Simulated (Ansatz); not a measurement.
Nudged elastic band run: H3SbTe

Input file:

```yaml
crystal:
  periodic: [false, false, false]
  atoms:
    - { symbol: Sb, position_ang: [-0.749343, -0.997324, -0.531289] }
    - { symbol: Te, position_ang: [0.190886, 1.578837, -0.99522] }
    - { symbol: H, position_ang: [-1.207902, -0.698922, 1.09018] }
    - { symbol: H, position_ang: [0.76421, -1.617629, -0.028735] }
    - { symbol: H, position_ang: [1.05195, 1.661438, 0.423764] }
basis:
  gaussian: { orbitals: def2-SVP }
hamiltonian:
  xc: cam_b3lyp
  dispersion: d4
neb:
  order_check: false
  images: 7
  f_tol: 0.05
  max_iterations: 33
  initial_path: idpp
  final_atoms:
    - { symbol: Sb, position_ang: [-0.60958687, -0.76720548, -0.47197102] }
    - { symbol: Te, position_ang: [0.92183169, 1.37520705, 0.41120679] }
    - { symbol: H, position_ang: [-1.37008503, -1.00406314, 1.04351401] }
    - { symbol: H, position_ang: [0.58445883, -1.92995955, -0.08084942] }
    - { symbol: H, position_ang: [0.52318238, 2.25242111, -0.94320035] }
```

Command:

```bash
$ ansatz run input.yaml --threads 1 --pin off --max-ram 2048MiB --backend cpu --events-out ev --progress --plain --runs-dir out
```

Output, in part (warnings, iteration lines, the closing report on the highest movable image, with atoms numbered from 0):

```
NEB end point (image 0): max|allowed force component| = 4.152e-3 eV/Å (the criterion of neb.relax_end_points is 1.000e-2)
NEB end point (image 8): max|allowed force component| = 2.140e-3 eV/Å (the criterion of neb.relax_end_points is 1.000e-2)
NEB iter   1: max|band force component| = 1.173e0 eV/Å  barrier→ = 0.3010 eV  barrier← = 0.3333 eV  Δτ_max = 0.2000 Å  (222 SCF iters)
NEB iter   2: max|band force component| = 1.262e0 eV/Å  barrier→ = 0.2952 eV  barrier← = 0.3275 eV  Δτ_max = 0.1001 Å  (223 SCF iters)
NEB iter   3: max|band force component| = 5.265e-1 eV/Å  barrier→ = 0.1153 eV  barrier← = 0.1476 eV  Δτ_max = 0.2000 Å  (216 SCF iters)
NEB iter   4: max|band force component| = 1.198e0 eV/Å  barrier→ = 0.2080 eV  barrier← = 0.2403 eV  Δτ_max = 0.0993 Å  (215 SCF iters)
NEB iter   5: max|band force component| = 2.596e-1 eV/Å  barrier→ = 0.0819 eV  barrier← = 0.1143 eV  CI = image 3  Δτ_max = 0.1287 Å  (218 SCF iters)
NEB iter   6: max|band force component| = 2.049e-1 eV/Å  barrier→ = 0.0822 eV  barrier← = 0.1145 eV  CI = image 3  Δτ_max = 0.0336 Å  (218 SCF iters)
NEB iter   7: max|band force component| = 4.396e-2 eV/Å  barrier→ = 0.0821 eV  barrier← = 0.1144 eV  CI = image 3  Δτ_max = 0.0000 Å  (381 SCF iters)
Total energy: -13879.04041071 eV, -510.0453275422 hartree
Atom 0 at    -0.858926    -0.818529    -0.481525 Å, force    -0.003090    -0.019995    -0.007212 eV/Å
Atom 1 at     0.882347     1.344180    -0.885945 Å, force    -0.005326     0.009666     0.006526 eV/Å
Atom 2 at    -0.792306    -0.659875     1.221094 Å, force     0.000807     0.006306    -0.001762 eV/Å
Atom 3 at     0.404004    -1.977147    -0.443405 Å, force    -0.003006    -0.003394     0.001616 eV/Å
Atom 4 at     0.414682     2.037770     0.548481 Å, force     0.010615     0.007417     0.000832 eV/Å
Dipole moment:    -0.171533    -0.164100     0.066909 e Å
```

The forces met the threshold. A vibrational analysis at the climbing image gives one clearly imaginary mode, 182i cm⁻¹: a first-order saddle point.

Final band (atoms are numbered from 1 in the order of the input):

| image | path coordinate (Å) | energy (eV) | dihedral H3–Sb1–Te2–H5 (°) |
| --- | --- | --- | --- |
| 0 | 0.00 | 0.000 | 46 |
| 1 | 0.46 | 0.018 | 23 |
| 2 | 0.91 | 0.058 | -2 |
| 3 | 1.37 | 0.082 | -27 |
| 4 | 1.75 | 0.071 | -49 |
| 5 | 2.13 | 0.036 | -70 |
| 6 | 2.51 | -0.001 | -90 |
| 7 | 2.90 | -0.025 | -112 |
| 8 | 3.28 | -0.032 | -134 |

Run time: 3.9 min on 1 thread of Intel(R) Xeon(R) Platinum 8259CL CPU @ 2.50GHz (Skylake/Cascade Lake), on a shared host, peak memory 0.19 GiB.
